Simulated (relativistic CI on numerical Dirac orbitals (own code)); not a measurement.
Radial parameters of Nb7+

Method of calculation: Dirac-Coulomb-Breit CI, separate exchange-only KLI orbitals for each configuration, model QED (radiative potential, 1s self-energy scaled to tabulated hydrogen-like ionisation energies), unscaled Slater integrals (own radial code, finite nucleus).

Slater integrals F^k, G^k are unscaled and averaged over j, outside the closed core [Ar] 3d10; ζ comes from projecting the Hamiltonian with its Breit term on Σ l·s of the shell.

- 4s2 4p4: F^2(4p,4p) = 89140, ζ(4p) = 13624 cm⁻¹; <r>(4p) = 1.178, <r^2>(4p) = 1.567 (bohr units).
- 4s 4p5: G^1(4s,4p) = 118720, ζ(4p) = 13580 cm⁻¹; <r>(4s) = 1.091, <r^2>(4s) = 1.339, <r>(4p) = 1.177, <r^2>(4p) = 1.567 (bohr units).
- 4s2 4p3 4d: F^2(4p,4p) = 89361, ζ(4p) = 13826, F^2(4p,4d) = 79225, G^1(4p,4d) = 99850, G^3(4p,4d) = 62268, ζ(4d) = 1093.9 cm⁻¹; <r>(4p) = 1.174, <r^2>(4p) = 1.558, <r>(4d) = 1.378, <r^2>(4d) = 2.168 (bohr units).

In this model ζ of a weakly bound d, f or g electron outside closed shells comes out too small, for d by up to a factor of two or three and at times with the wrong sign; that of an outer p electron is too small as well.

Averages of the first 10 configurations, taken without configuration mixing, which lowers the lowest level and can move excited configurations by several eV; other configurations of the list can lie among them:

```json
{"Configuration": "4s2 4p4", "Parity": "even", "States": "15", "Average energy above the lowest level (eV)": "4.1"}
{"Configuration": "4s 4p5", "Parity": "odd", "States": "12", "Average energy above the lowest level (eV)": "34.2"}
{"Configuration": "4p6", "Parity": "even", "States": "1", "Average energy above the lowest level (eV)": "68.5"}
{"Configuration": "4s2 4p3 4d", "Parity": "odd", "States": "200", "Average energy above the lowest level (eV)": "45.0"}
{"Configuration": "4s 4p4 4d", "Parity": "even", "States": "300", "Average energy above the lowest level (eV)": "73.5"}
{"Configuration": "4s2 4p3 4f", "Parity": "even", "States": "280", "Average energy above the lowest level (eV)": "82.2"}
{"Configuration": "4s2 4p3 5s", "Parity": "odd", "States": "40", "Average energy above the lowest level (eV)": "66.4"}
{"Configuration": "4s 4p4 4f", "Parity": "odd", "States": "420", "Average energy above the lowest level (eV)": "111.1"}
{"Configuration": "4p5 4d", "Parity": "odd", "States": "60", "Average energy above the lowest level (eV)": "106.2"}
{"Configuration": "4s2 4p3 5p", "Parity": "even", "States": "120", "Average energy above the lowest level (eV)": "75.9"}
```
